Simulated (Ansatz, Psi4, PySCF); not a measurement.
C$_{3}$H$_{7}$O (SMILES C[CH-]OC), charge -1, singlet, at a GFN2-xTB geometry (in this run its highest filled SCF level lies above zero, so its values depend strongly on the basis, on diffuse functions most of all). Base run: B3LYP5/STO-3G run with PySCF.

Geometry (Å):
```xyz
11

O      0.2752    -0.5842    -0.6230
C      0.0940     0.9033    -0.2940
C      1.0246    -1.2036     0.3423
C     -1.2793     1.0228     0.3959
H     -0.0651     1.3119    -1.3356
H      1.2488    -2.2316     0.0103
H      1.9822    -0.6820     0.5329
H      0.5018    -1.2762     1.3177
H     -2.1413     0.5590    -0.1316
H     -1.2481     0.5710     1.3966
H     -1.5160     2.0861     0.5290
```
Charge -1, spin multiplicity 1.
All else is at PySCF's defaults.

The same geometry, method and basis name were run in Ansatz (an electronic-structure program) and Psi4 and PySCF, at each program's defaults and at the settings that a row names. The base is PySCF at its defaults. Differences at the defaults can come from grids, fitting, cores and function types together.

```tsv
code and settings	ΔE vs base (µEh)	basis functions	E (Eh)	SCF cycles
PySCF, defaults (exact integrals, its default grid, spherical functions)	0.0	27	-190.92021	8
Psi4, defaults (density fitting with its default set, its default grid, spherical functions)	-1218	27	-190.92143	8
Ansatz, defaults (factorised integrals, its default grid, spherical functions)	5.0	27	-190.92021	-
PySCF, density fitting with def2-universal-jkfit	-1226	27	-190.92144	8
PySCF, fine grid	3.2	27	-190.92021	8
Psi4, exact integrals, spherical functions, fine grid	3.2	27	-190.92021	10
Ansatz, high accuracy	3.3	27	-190.92021	-
```
